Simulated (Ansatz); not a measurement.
One change: `FC(Cl)(Cl)Br` becomes `FC([SiH3])(Cl)Br`.

Ansatz, PBE0-D4/def2-TZVP geometries, multiplicity 1. 

Scalar relativity is left out up to krypton.

```tsv
property	`FC(Cl)(Cl)Br`
LUMO energy (PBE/def2-TZVPP) / eV	-2.65
HOMO–LUMO gap (PBE0/def2-TZVPP) / eV	7.02
HOMO–LUMO gap (B3LYP/def2-TZVPP) / eV	6.47
HOMO energy (B3LYP/def2-TZVPP) / eV	-8.40
HOMO energy (ωB97M-V/def2-TZVPP) / eV	-10.92
HOMO–LUMO gap (PBE/def2-TZVPP) / eV	4.65
```

(1) Give the same properties after the change, and the shifts. (Best estimate.)

## Answers

(1) The calculation gave: 
```
                             property  `FC([SiH3])(Cl)Br`  shift
    LUMO energy (PBE/def2-TZVPP) / eV               -2.13   0.52
 HOMO–LUMO gap (PBE0/def2-TZVPP) / eV                7.27   0.25
HOMO–LUMO gap (B3LYP/def2-TZVPP) / eV                6.78   0.31
  HOMO energy (B3LYP/def2-TZVPP) / eV               -8.18   0.22
HOMO energy (ωB97M-V/def2-TZVPP) / eV              -10.63   0.29
  HOMO–LUMO gap (PBE/def2-TZVPP) / eV                5.00   0.35
```

With PBE0 the HOMO rises by 0.26 eV and the LUMO rises by 0.50 eV, so the gap widens by about 0.24 eV. PBE moves the HOMO by 0.17 eV and ωB97M-V by 0.29 eV.

B3LYP here is the variant with VWN-RPA as its local correlation; programs differ in this.

Spin–orbit coupling is left out; it splits and shifts lone-pair levels of the heavy atoms by tenths of an eV.
